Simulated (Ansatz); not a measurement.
C$_{2}$H$_{7}$FN$_{2}$Si, SMILES `NC/C(F)=N/[SiH3]`. The species carries charge 0 and has multiplicity 1. The structure was optimised at the PBE0-D4/def2-TZVP level. It is one conformer, not always the lowest.

```xyz
13

N    -0.130    1.740    1.581
C     0.871    1.383    0.614
C     0.574    0.175   -0.228
F     1.601   -0.045   -1.092
N    -0.433   -0.542   -0.180
Si   -0.889   -1.947   -1.088
H    -0.290    0.965    2.213
H    -1.015    1.903    1.116
H     1.052    2.219   -0.070
H     1.831    1.206    1.111
H     0.101   -2.378   -2.110
H    -2.176   -1.633   -1.755
H    -1.094   -3.046   -0.112
```

(1) What is the dipole moment at PBE/def2-TZVPP? (Best estimate.)

(2) And with r2SCAN, B3LYP, ωB97M-V? (Best estimate.)

(3) Give the Mulliken charges with PBE, ωB97M-V, r2SCAN in def2-TZVPP. (An estimate is asked.)

## Answers

(1) Ansatz gave: 0.18 D, with components (-0.09, 0.09, 0.14) D in this frame, pointing from negative to positive charge.

(2) Ansatz gave: r2SCAN 0.23 D, B3LYP 0.17 D, ωB97M-V 0.16 D.

(3) The calculation gave: 
```
atom    PBE  ωB97M-V  r2SCAN
  N1  -0.30    -0.26   -0.33
  C2  -0.08    -0.09    0.04
  C3   0.17     0.25    0.29
  F4  -0.16    -0.19   -0.20
  N5  -0.25    -0.34   -0.38
 Si6   0.29     0.27    0.40
  H7   0.14     0.11    0.13
  H8   0.14     0.11    0.14
  H9   0.10     0.12    0.06
 H10   0.10     0.12    0.06
 H11  -0.05    -0.02   -0.07
 H12  -0.05    -0.03   -0.07
 H13  -0.05    -0.03   -0.07
```

B3LYP here is the variant with VWN-RPA as its local correlation; programs differ in this.
